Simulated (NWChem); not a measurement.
System: CH4MgS2; SMILES C[S][Mg][SH]

The following NWChem deck was run.

```
start job
memory heap 200 mb stack 900 mb global 1100 mb
geometry units angstroms noautoz
  Mg     0.457772    -0.796809    -0.422240
  S      0.622813    -3.103474    -0.627583
  H      0.848787    -3.249890     0.710830
  S      0.283355     1.505387    -0.227139
  C     -1.530555     1.755484     0.035051
  H     -2.129503     1.422051    -0.834260
  H     -1.684513     2.844516     0.158861
  H     -1.896890     1.252602     0.950737
end
basis spherical
  * library 6-31+g*
end
dft
  xc pbe0
  iterations 150
end
tddft
  nroots 6
  notriplet
end
task tddft energy
```

Excerpt of the output:

```
             Northwest Computational Chemistry Package (NWChem) 7.3.0
             --------------------------------------------------------

 C1  symmetry detected

                             Geometry "geometry" -> ""
                             -------------------------

 Output coordinates in angstroms (scale by  1.889725989 to convert to a.u.)

  No.       Tag          Charge          X              Y              Z
 ---- ---------------- ---------- -------------- -------------- --------------
    1 Mg                  12.0000     0.25385779    -0.46071105    -0.02367098
    2 S                   16.0000    -0.11932146    -2.75203012    -0.05016447
    3 H                    1.0000    -0.09104317    -2.81612804     1.31326615
    4 S                   16.0000     0.61810472     1.82744957    -0.00826884
    5 C                    6.0000    -1.09983375     2.51319295    -0.01051398
    6 H                    1.0000    -1.65721837     2.24415527    -0.92842411
    7 H                    1.0000    -1.00001707     3.61511378     0.01829195
    8 H                    1.0000    -1.67954453     2.19952259     0.87893461

 Effective nuclear repulsion energy (a.u.)     206.0503167032

                                 NWChem DFT Module
                                 -----------------

 Summary of "ao basis" -> "ao basis" (spherical)
 ------------------------------------------------------------------------------
       Tag                 Description            Shells   Functions and Types
 ---------------- ------------------------------  ------  ---------------------
 Mg                         6-31+g*                 10       22   5s4p1d
 S                          6-31+g*                 10       22   5s4p1d
 H                          6-31+g*                  2        2   2s
 C                          6-31+g*                  8       18   4s3p1d

            General Information
            -------------------
          SCF calculation type: DFT
          Wavefunction type:  closed shell.
          No. of atoms     :     8
          No. of electrons :    54
           Alpha electrons :    27
            Beta electrons :    27
          Charge           :     0
          Spin multiplicity:     1
          Use of symmetry is: off; symmetry adaption is: off
          Maximum number of iterations: 150
          AO basis - number of functions:    92
                     number of shells:    46
          Convergence on energy requested:  1.00D-06
          Convergence on density requested:  1.00D-05
          Convergence on gradient requested:  5.00D-04

              XC Information
              --------------
                         PBE0 Method XC Functional
                     Hartree-Fock (Exact) Exchange  0.250
          PerdewBurkeErnzerhof Exchange Functional  0.750
            Perdew 1991 LDA Correlation Functional  1.000 local
           PerdewBurkeErnz. Correlation Functional  1.000 non-local

             Grid Information
             ----------------
          Grid used for XC integration:  medium
          Radial quadrature: Mura-Knowles
          Angular quadrature: Lebedev.
          Tag              B.-S. Rad. Rad. Pts. Rad. Cut. Ang. Pts.
          ---              ---------- --------- --------- ---------
          Mg                  1.50       88          14.0       590
          S                   1.00       88          16.0       590
          H                   0.35       45          17.0       434
          C                   0.70       49          16.0       434
          Grid pruning is: on
          Number of quadrature shells:   493
          Spatial weights used:  Erf1

      Superposition of Atomic Density Guess
      -------------------------------------

 Sum of atomic energies:       -1034.16425381

      Non-variational initial energy
      ------------------------------

 Total energy =   -1035.218544
 1-e energy   =   -1840.960931
 2-e energy   =     599.692070
 HOMO         =      -0.296388
 LUMO         =      -0.061782

   convergence    iter        energy       DeltaE   RMS-Dens  Diis-err
 ---------------- ----- ----------------- --------- --------- ---------
 d= 0,ls=0.0,diis     1  -1036.5126576005 -1.24D+03  1.42D-02  3.28D-01
 d= 0,ls=0.0,diis     2  -1036.5289216510 -1.63D-02  7.31D-03  2.03D-01
 d= 0,ls=0.0,diis     3  -1036.5620455800 -3.31D-02  1.48D-03  1.67D-02
 d= 0,ls=0.0,diis     4  -1036.5647189077 -2.67D-03  3.86D-04  8.47D-04
 d= 0,ls=0.0,diis     5  -1036.5648460928 -1.27D-04  9.83D-05  4.36D-05
  Resetting Diis
 d= 0,ls=0.0,diis     6  -1036.5648530266 -6.93D-06  2.73D-05  4.63D-06
 d= 0,ls=0.0,diis     7  -1036.5648538112 -7.85D-07  5.72D-06  4.09D-08

         Total DFT energy =    -1036.564853811206
      One electron energy =    -1844.404115850951
           Coulomb energy =      676.183955654790
    Exchange-Corr. energy =      -74.395010318294
 Nuclear repulsion energy =      206.050316703250

 Numeric. integr. density =       53.999997924812

                       DFT Final Molecular Orbital Analysis
                       ------------------------------------

 Vector   25  Occ=2.000000D+00  E=-2.746788D-01
              MO Center=  3.6D-01,  1.0D+00, -1.3D-02, r^2= 5.2D+00
   Bfn.  Coefficient  Atom+Function         Bfn.  Coefficient  Atom+Function
  ----- ------------  ---------------      ----- ------------  ---------------
    54      0.482289  4 S  py                30      0.281974  2 S  py
    53      0.276052  4 S  px                 8     -0.272748  1 Mg py
    12      0.231617  1 Mg py                58      0.210816  4 S  py
    60     -0.201121  4 S  s                 36      0.193538  2 S  s
    50     -0.185722  4 S  py                56      0.161414  4 S  s

 Vector   26  Occ=2.000000D+00  E=-2.647036D-01
              MO Center= -9.8D-02, -2.6D+00, -3.6D-02, r^2= 1.8D+00
   Bfn.  Coefficient  Atom+Function         Bfn.  Coefficient  Atom+Function
  ----- ------------  ---------------      ----- ------------  ---------------
    29      0.648358  2 S  px                33      0.379902  2 S  px
    25     -0.248130  2 S  px                30     -0.115743  2 S  py
     7      0.097541  1 Mg px                34     -0.067152  2 S  py
    18     -0.056883  1 Mg d -2              26      0.044259  2 S  py
     3     -0.042803  1 Mg px                37      0.038479  2 S  px

 Vector   27  Occ=2.000000D+00  E=-2.454916D-01
              MO Center=  4.8D-01,  1.7D+00, -9.8D-03, r^2= 2.1D+00
   Bfn.  Coefficient  Atom+Function         Bfn.  Coefficient  Atom+Function
  ----- ------------  ---------------      ----- ------------  ---------------
    55      0.648479  4 S  pz                59      0.386544  4 S  pz
    51     -0.247335  4 S  pz                88      0.124841  6 H  s
    92     -0.122040  8 H  s                 73     -0.108152  5 C  pz
     9      0.105829  1 Mg pz                87      0.090434  6 H  s
    91     -0.088457  8 H  s                 63      0.059742  4 S  pz

 Vector   28  Occ=0.000000D+00  E=-5.772034D-02
              MO Center=  1.1D-01, -5.8D-01,  1.8D-01, r^2= 7.8D+00
   Bfn.  Coefficient  Atom+Function         Bfn.  Coefficient  Atom+Function
  ----- ------------  ---------------      ----- ------------  ---------------
    10      0.996211  1 Mg s                 14      0.410064  1 Mg s
    60     -0.358074  4 S  s                  6      0.297000  1 Mg s
    32     -0.260579  2 S  s                 30     -0.235139  2 S  py
    54      0.228617  4 S  py                56     -0.210260  4 S  s
    34     -0.190437  2 S  py                58      0.190203  4 S  py

[...]

                                NWChem TDDFT Module
                                -------------------

            General Information
            -------------------
           No. of orbitals :     184
            Alpha orbitals :      92
             Beta orbitals :      92
        Alpha frozen cores :       0
         Beta frozen cores :       0
     Alpha frozen virtuals :       0
      Beta frozen virtuals :       0
         Spin multiplicity :       1
    Number of AO functions :      92
        Use of symmetry is : off
      Symmetry adaption is : off
         Schwarz screening :  0.10D-07

              XC Information
              --------------
                  PBE0 Method XC Functional
              Hartree-Fock (Exact) Exchange   0.25
   PerdewBurkeErnzerhof Exchange Functional   0.75
     Perdew 1991 LDA Correlation Functional   1.00 local
    PerdewBurkeErnz. Correlation Functional   1.00 non-local

             TDDFT Information
             -----------------
          Calculation type : TDDFT
         Wavefunction type : Restricted singlets
          No. of electrons :      54
           Alpha electrons :      27
            Beta electrons :      27
              No. of roots :       6
          Max subspacesize :    5200
            Max iterations :     100
               Target root :       1
           Target symmetry : none
      Symmetry restriction : off
                 Algorithm : Optimal
        Davidson threshold :  0.10D-03

    6 smallest eigenvalue differences (eV)
--------------------------------------------------------
  No. Spin  Occ  Vir  Irrep   E(Occ)    E(Vir)   E(Diff)
--------------------------------------------------------
    1    1   27   28 a        -0.245    -0.058     5.110
    2    1   26   28 a        -0.265    -0.058     5.632
    3    1   27   29 a        -0.245    -0.029     5.888
    4    1   25   28 a        -0.275    -0.058     5.904
    5    1   27   30 a        -0.245    -0.020     6.143
    6    1   26   29 a        -0.265    -0.029     6.411
--------------------------------------------------------

  Entering Davidson iterations
  Restricted singlet excited states

  Iter   NTrls   NConv    DeltaV     DeltaE      Time
  ----  ------  ------  ---------  ---------  ---------
    1      6       0     0.17E+00   0.10+100       20.7
    2     18       0     0.27E-01   0.15E-01       28.1
    3     30       0     0.12E-01   0.12E-02       28.8
    4     42       0     0.16E-01   0.39E-03       21.1
    5     54       0     0.12E-01   0.61E-03       18.7
    6     66       2     0.17E-01   0.12E-02       20.3
    7     74       4     0.39E-02   0.45E-03       19.3
    8     78       5     0.11E-02   0.14E-04       19.3
    9     80       5     0.41E-03   0.84E-06       16.1
   10     82       5     0.15E-03   0.75E-07       16.8
   11     84       6     0.68E-04   0.80E-08       14.9
  ----  ------  ------  ---------  ---------  ---------
  Convergence criterion met

  Ground state a       -1036.564853811206 a.u.

  ----------------------------------------------------------------------------
  Root   1 singlet a              0.143205761 a.u.                3.8968 eV
  ----------------------------------------------------------------------------
     Transition Moments    X  0.00662   Y -0.04253   Z  0.52474
     Dipole Oscillator Strength                    0.0264646249
     Electric Quadrupole                           0.0000000261
     Magnetic Dipole                               0.0000000722
     Total Oscillator Strength                     0.0264647231

     Occ.   27  a   ---  Virt.   28  a   -0.99229 X
     Occ.   27  a   ---  Virt.   31  a   -0.08683 X
     Occ.   27  a   ---  Virt.   32  a   -0.05965 X
  ----------------------------------------------------------------------------
  Root   2 singlet a              0.161135461 a.u.                4.3847 eV
  ----------------------------------------------------------------------------
     Transition Moments    X -0.63597   Y  0.13739   Z  0.01793
     Dipole Oscillator Strength                    0.0455104073
     Electric Quadrupole                           0.0000001717
     Magnetic Dipole                               0.0000003916
     Total Oscillator Strength                     0.0455109706

     Occ.   26  a   ---  Virt.   28  a    0.99335 X
     Occ.   26  a   ---  Virt.   32  a    0.06697 X
  ----------------------------------------------------------------------------
  Root   3 singlet a              0.169072906 a.u.                4.6007 eV
  ----------------------------------------------------------------------------
     Transition Moments    X -0.00021   Y -0.00423   Z  0.07991
     Dipole Oscillator Strength                    0.0007217273
     Electric Quadrupole                           0.0000000114
     Magnetic Dipole                               0.0000004117
     Total Oscillator Strength                     0.0007221504

     Occ.   27  a   ---  Virt.   29  a   -0.98703 X
     Occ.   27  a   ---  Virt.   33  a    0.09455 X
     Occ.   27  a   ---  Virt.   34  a    0.06626 X
     Occ.   27  a   ---  Virt.   35  a    0.06002 X
  ----------------------------------------------------------------------------
  Root   4 singlet a              0.179131315 a.u.                4.8744 eV
  ----------------------------------------------------------------------------
     Transition Moments    X -0.24838   Y -0.71169   Z  0.01360
     Dipole Oscillator Strength                    0.0678759771
     Electric Quadrupole                           0.0000000494
     Magnetic Dipole                               0.0000000327
     Total Oscillator Strength                     0.0678760592

     Occ.   25  a   ---  Virt.   28  a    0.78599 X
     Occ.   26  a   ---  Virt.   29  a   -0.14471 X
     Occ.   27  a   ---  Virt.   30  a    0.58664 X
     Occ.   27  a   ---  Virt.   34  a    0.05766 X
  ----------------------------------------------------------------------------
  Root   5 singlet a              0.194807719 a.u.                5.3010 eV
  ----------------------------------------------------------------------------
     Transition Moments    X  0.02971   Y -1.09518   Z -0.06335
     Dipole Oscillator Strength                    0.1564051935
     Electric Quadrupole                           0.0000001022
     Magnetic Dipole                               0.0000004482
     Total Oscillator Strength                     0.1564057439

     Occ.   24  a   ---  Virt.   28  a    0.14744 X
     Occ.   25  a   ---  Virt.   28  a    0.45283 X
     Occ.   25  a   ---  Virt.   29  a    0.21676 X
     Occ.   25  a   ---  Virt.   32  a   -0.06267 X
     Occ.   26  a   ---  Virt.   29  a   -0.45668 X
     Occ.   27  a   ---  Virt.   30  a   -0.70005 X
  ----------------------------------------------------------------------------
  Root   6 singlet a              0.200340005 a.u.                5.4515 eV
  ----------------------------------------------------------------------------
     Transition Moments    X -0.01969   Y  0.25019   Z  0.00346
     Dipole Oscillator Strength                    0.0084136621
     Electric Quadrupole                           0.0000000588
     Magnetic Dipole                               0.0000001223
     Total Oscillator Strength                     0.0084138432

     Occ.   25  a   ---  Virt.   28  a   -0.08328 X
     Occ.   25  a   ---  Virt.   29  a    0.07509 X
     Occ.   26  a   ---  Virt.   29  a   -0.12830 X
     Occ.   26  a   ---  Virt.   30  a   -0.96298 X
     Occ.   26  a   ---  Virt.   31  a   -0.10941 X
     Occ.   26  a   ---  Virt.   33  a    0.08123 X
     Occ.   26  a   ---  Virt.   34  a   -0.08619 X
     Occ.   27  a   ---  Virt.   30  a    0.09363 X

              Target root =      1
          Target symmetry = none
      Ground state energy =  -1036.564853811206
        Excitation energy =      0.143205761078
     Excited state energy =  -1036.421648050127

  stored tddft:energy   -1036.4216480501275
```

Level: PBE0/6-31+G* (spherical d), full TDDFT. Geometry: optimised at PBE-D3(BJ)/def2-SVP.
